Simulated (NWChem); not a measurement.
Si2H4OF2; SMILES [SiH2]([SiH](F)F)O

```xyz
9

O      0.6403     2.3714     0.2721
Si    -0.5391     1.3075    -0.2433
Si     0.0544    -0.8762     0.3832
F     -0.9591    -1.9419    -0.2997
F      1.5316    -1.1652    -0.2293
H      1.5149     2.2678    -0.1152
H     -0.7323     1.3314    -1.7283
H     -1.8029     1.7171     0.4277
H      0.1159    -1.1845     1.8373
```
Atoms are numbered in this order, from 1.

All runs: NWChem. Pople sets run with spherical d functions. The geometry was optimised at PBE0/def2-SVP. B3LYP is NWChem's, with the RPA form of VWN correlation. Atomic charges in e: unrestrained fits to the electrostatic potential beside Mulliken populations; buried atoms are poorly determined by the fit.

For level Hartree-Fock/6-31G*:

* **ESP O1**: -0.69
* **Mulliken O1**: -0.90
* **ESP Si2**: 0.56
* **Mulliken Si2**: 0.72
* **Mulliken Si3**: 1.24
* **Mulliken F4**: -0.54
* **Mulliken F5**: -0.54

Problem. What are these values for level B3LYP/def2-SVP?

Solution. The ESP O1 is -0.58, the Mulliken O1 is -0.40 and the ESP Si2 is 0.44. The Mulliken Si2 is 0.42. The Mulliken Si3 is 0.78, the Mulliken F4 is -0.34 and the Mulliken F5 is -0.35.
